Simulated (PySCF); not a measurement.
**Vibration and rotation of TlAs**

UHF-CCSD(T) constants of TlAs, ³Σ⁻ (triplet), unpaired electrons π ↑↑ (PySCF, scalar-relativistic core potentials, basis sets Tl cc-pVDZ-PP with ECP60, As cc-pVDZ-PP with ECP10; masses 204.9744 and 74.9216 u):

| Property | Result |
| --- | --- |
| ωe | 149.5 cm⁻¹ |
| ωexe | 0.348 cm⁻¹ |
| Be | 0.037627 cm⁻¹ |
| αe | 0.000125 cm⁻¹ |
| D (centrifugal) | 9.53e-09 cm⁻¹ |
| De to Tl + As | 1.22 eV |

Task: Give the vibrational terms G(v) and spacings up to v = 6.

Result: G(v) = ωe(v+½) − ωexe(v+½)².

```json
{"v": "0", "G(v) (cm⁻¹)": "74.7", "G(v) − G(v−1)": "", "Bv (cm⁻¹)": "0.03756"}
{"v": "1", "G(v) (cm⁻¹)": "223.5", "G(v) − G(v−1)": "148.8", "Bv (cm⁻¹)": "0.03744"}
{"v": "2", "G(v) (cm⁻¹)": "371.6", "G(v) − G(v−1)": "148.1", "Bv (cm⁻¹)": "0.03731"}
{"v": "3", "G(v) (cm⁻¹)": "519.0", "G(v) − G(v−1)": "147.4", "Bv (cm⁻¹)": "0.03719"}
{"v": "4", "G(v) (cm⁻¹)": "665.7", "G(v) − G(v−1)": "146.7", "Bv (cm⁻¹)": "0.03706"}
{"v": "5", "G(v) (cm⁻¹)": "811.7", "G(v) − G(v−1)": "146.0", "Bv (cm⁻¹)": "0.03694"}
{"v": "6", "G(v) (cm⁻¹)": "957.0", "G(v) − G(v−1)": "145.3", "Bv (cm⁻¹)": "0.03681"}
```

Task: How well does the Morse estimate ωe²/(4ωexe) reproduce De, and what is D0?

Result: It gives 1.99 eV, 163 % of the computed De. D0 = De − G(0) = 1.22 − 0.01 = 1.21 eV.

Correlated steps freeze 8 core orbitals. Correlated levels converge slowly with the basis: in double zeta they bind strong bonds too weakly, by up to about 1 eV, and carry superposition errors of some tenths. These are scalar-relativistic numbers at best; spin–orbit coupling would shift them, the dissociation energy most. The state was picked by a PBE0 search and need not be the measured ground state.
